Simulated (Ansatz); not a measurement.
`[NH2][InH][Cl]` + NH₃ → `[NH2][InH][NH2]` + HCl at 500 K and 1 bar (ligand exchange at the In–Cl bond).

Computed with Ansatz on PBE0-D4/def2-TZVP structures; ΔE is electronic, products minus reactants. CCSD(T)/CBS adds triple-zeta CCSD(T) − MP2 to the extrapolated MP2 energy (def2 sets, frozen cores). This one scheme is used for every species. Elements past krypton have def2 core potentials. For In outer-core shells are correlated without core-valence functions, which leaves a few kJ/mol of doubt a bond. Each species was taken in one conformer, which may not be the lowest.

| species | CCSD(T)/CBS energy (Eh) | H − E (kJ/mol) | S (J/(mol·K)) |
| --- | --- | --- | --- |
| `[NH2][InH][Cl]` | -706.15182 | 119.1 | 366.9 |
| NH₃ | -56.50880 | 108.2 | 211.8 |
| `[NH2][InH][NH2]` | -302.23482 | 186.8 | 372.8 |
| HCl | -460.38127 | 32.5 | 201.9 |

H − E and S are ideal-gas, rigid-rotor, harmonic terms from PBE0-D4/def2-TZVP, for one conformer and one mirror image of each species. 1 Eh = 2625.50 kJ/mol, R = 8.31446 J/(mol·K).

Problem. By hand: ΔE, ΔH, ΔS and ΔG.

Solution. ΔE = (-302.23482) + (-460.38127) − (-706.15182) − (-56.50880) = 0.04453 Eh = 116.9 kJ/mol. Δ(H − E) = 186.8 + 32.5 − 119.1 − 108.2 = -8.0, so ΔH = 108.9 kJ/mol. ΔS = 372.8 + 201.9 − 366.9 − 211.8 = -4.0 J/(mol·K). ΔG = 108.9 − 500 × (-4.0)/1000 = 110.9 kJ/mol.

Problem. By hand: the equilibrium constant, and the temperature at which ΔG would vanish if ΔH and ΔS stayed fixed.

Solution. log₁₀ K = −ΔG/(RT ln 10) = -11.6. ΔH and −TΔS have one sign here, so there is no such temperature.

The number of gas molecules stays the same, so ΔS is small and ΔH decides. A doubt of 5 kJ/mol in ΔE shifts log₁₀ K by 0.5 here. Other conformers and mirror images would add mixing entropy, several J/(mol·K) or more a flexible species. These are equilibria of isolated gas molecules and say nothing of rates. Largest T1 diagnostic: 0.015 (customary marks: 0.02 for closed shells, 0.045 for open ones).

ΔS is within the doubt of such terms, so its sign, and with it that verdict, could turn.
